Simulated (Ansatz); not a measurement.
Consider the substitution at a C–C bond: `N/C=N\CC=O` + `[AlH2][NH][SiH3]` → `O=C[N]([AlH2])[SiH3]` + `C/N=C\N`.

Isolated molecules relaxed with PBE0-D4/def2-TZVP in Ansatz; ΔE leaves out vibrations. CCSD(T)/CBS adds triple-zeta CCSD(T) − MP2 to the extrapolated MP2 energy (def2 sets, frozen cores). Double bonds are as drawn, so ΔE can hold a change between cis and trans. DFT in def2-TZVPP. B3LYP here is the variant with VWN-RPA as its local correlation; programs differ in this. One conformer a species, not always the lowest.

```
             level  ΔE (kJ/mol)  difference from CCSD(T)/CBS
           PBE0-D4        -36.2                         -7.4
           ωB97X-V        -33.0                         -4.2
           ωB97M-V        -32.3                         -3.5
            B2PLYP        -33.1                         -4.3
               PBE        -37.1                         -8.3
             B3LYP        -33.6                         -4.8
    MP2/def2-TZVPP        -33.0                         -4.2
SCS-MP2/def2-TZVPP        -31.3                         -2.5
    MP2/def2-QZVPP        -32.2                         -3.4
      HF/CBS(def2)        -30.1                         -1.3
       CCSD(T)/CBS        -28.8                            0
```

Largest T1 diagnostic among the species: 0.015.
